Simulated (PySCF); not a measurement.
How methods differ on the ionisation energy of Sb

Sb [Kr] 4d10 5s2 5p3 (4S) → Sb+ [Kr] 4d10 5s2 5p2 (3P), as a difference of total energies. All numbers are calculated (PySCF 2.14, a scalar-relativistic core potential, in aug-cc-pwCVQZ-PP with ECP28MDF (10s10p8d6f4g1h, 169 functions)). Correlated levels: valence: 4s2 4p6 4d10 frozen; valence and next inner shell: nothing frozen outside the core potential. The calculations carry no spin-orbit coupling.

```json
{"method": "UHF", "ionisation energy (eV)": "8.568", "error (eV)": "-0.556"}
{"method": "LDA", "ionisation energy (eV)": "9.115", "error (eV)": "-0.009"}
{"method": "PBE", "ionisation energy (eV)": "8.960", "error (eV)": "-0.164"}
{"method": "PBE0", "ionisation energy (eV)": "9.034", "error (eV)": "-0.090"}
{"method": "r2SCAN", "ionisation energy (eV)": "9.160", "error (eV)": "+0.036"}
{"method": "PW91", "ionisation energy (eV)": "9.014", "error (eV)": "-0.110"}
{"method": "BP86", "ionisation energy (eV)": "9.059", "error (eV)": "-0.065"}
{"method": "r2SCANh", "ionisation energy (eV)": "9.170", "error (eV)": "+0.046"}
{"method": "MP2 (valence)", "ionisation energy (eV)": "9.023", "error (eV)": "-0.101"}
{"method": "SCS-MP2 (valence)", "ionisation energy (eV)": "8.894", "error (eV)": "-0.230"}
{"method": "MP2 (valence and next inner shell)", "ionisation energy (eV)": "9.178", "error (eV)": "+0.054"}
{"method": "SCS-MP2 (valence and next inner shell)", "ionisation energy (eV)": "9.000", "error (eV)": "-0.124"}
```

Reference: 9.124 eV (measured; NIST levels, between the centres of gravity of the two terms).
